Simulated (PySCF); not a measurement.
A structure optimised at PBE-D3(BJ)/def2-TZVP, used in a PySCF frequency run:

```xyz
6

Si     0.0000     1.5520     0.0000
As    -0.0456    -0.8213     0.0000
H      0.7055     2.0726     1.2146
H     -1.4030     2.0686     0.0000
H      0.7055     2.0726    -1.2146
H      1.4969    -0.8403     0.0000
```
Charge 0, spin multiplicity 2.

**Question.** Write its SMILES, formula and point group.

**Answer.** [SiH3][AsH], AsH4Si, Cs

**Question.** What are its rotational constants (standard atomic weights)?

**Answer.** 60.683, 3.7888, 3.7224 GHz
